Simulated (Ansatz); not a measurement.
Mulliken charges of FH$_{3}$HfO$_{3}$, SMILES `[OH][Hf]([OH])([OH])[F]` from B3LYP/def2-TZVPP in Ansatz (PBE0-D4/def2-TZVP geometry).

```
atom   x (Å)   y (Å)   z (Å)  charge (e)
  O1  -1.097   1.333   0.638      -0.462
 Hf2   0.077   0.153  -0.325       1.236
  O3   1.724  -0.092   0.638      -0.462
  O4  -0.778  -1.540  -0.642      -0.462
  F5   0.483   0.956  -2.025      -0.385
  H6  -1.436   1.926   1.299       0.178
  H7   2.457  -0.506   1.079       0.178
  H8  -1.431  -2.230  -0.661       0.178
```

Problem. By hand: the dipole of these point charges (1 e Å = 4.8032 D).

Solution. Σ q r = (-0.094, -0.185, 0.391) e Å, of length 0.443 e Å = 2.13 D.

Problem. How does the dipole of the full density compare? (Best estimate.)

Solution. Ansatz gave: (-0.134, -0.266, 0.564) e Å, 3.06 D; the point charges give 0.70 times that, at 0° from its direction.

Point charges leave out the atoms' own dipoles, such as those of lone pairs, and Mulliken's split depends on the basis, so the two needn't agree.

B3LYP here is the variant with VWN-RPA as its local correlation; programs differ in this.
